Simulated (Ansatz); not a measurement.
One change: `C[O][In]([SH])[SH]` becomes `COB(S)S`.

Ansatz, PBE0-D4/def2-TZVP geometries, multiplicity 1. Each molecule was computed in one conformer, which needn't be the lowest.

Elements past krypton have def2 core potentials.

```json
{"property": "HOMO energy (PBE0/def2-TZVPP) / eV", "`C[O][In]([SH])[SH]`": "-7.61"}
{"property": "size of the dipole moment (ωB97M-V/def2-TZVPP) / D", "`C[O][In]([SH])[SH]`": "1.19"}
{"property": "LUMO energy (B3LYP/def2-TZVPP) / eV", "`C[O][In]([SH])[SH]`": "-2.01"}
{"property": "HOMO energy (B3LYP/def2-TZVPP) / eV", "`C[O][In]([SH])[SH]`": "-7.35"}
{"property": "size of the dipole moment (PBE/def2-TZVPP) / D", "`C[O][In]([SH])[SH]`": "1.26"}
{"property": "HOMO energy (PBE/def2-TZVPP) / eV", "`C[O][In]([SH])[SH]`": "-6.17"}
```

(1) What does the change do to each property? (An estimate is asked.)

Answers

(1) The calculation gave: 
```csv
property,`COB(S)S`,shift
HOMO energy (PBE0/def2-TZVPP) / eV,-7.33,0.28
size of the dipole moment (ωB97M-V/def2-TZVPP) / D,1.37,0.18
LUMO energy (B3LYP/def2-TZVPP) / eV,-0.10,1.91
HOMO energy (B3LYP/def2-TZVPP) / eV,-7.07,0.28
size of the dipole moment (PBE/def2-TZVPP) / D,1.33,0.07
HOMO energy (PBE/def2-TZVPP) / eV,-6.12,0.05
```

With PBE0 the HOMO rises by 0.28 eV and the LUMO rises by 1.90 eV, so the gap widens by about 1.62 eV. PBE moves the HOMO by 0.05 eV and ωB97M-V by 0.35 eV. Dipoles are sizes alone; their direction can turn.

B3LYP here is the variant with VWN-RPA as its local correlation; programs differ in this.
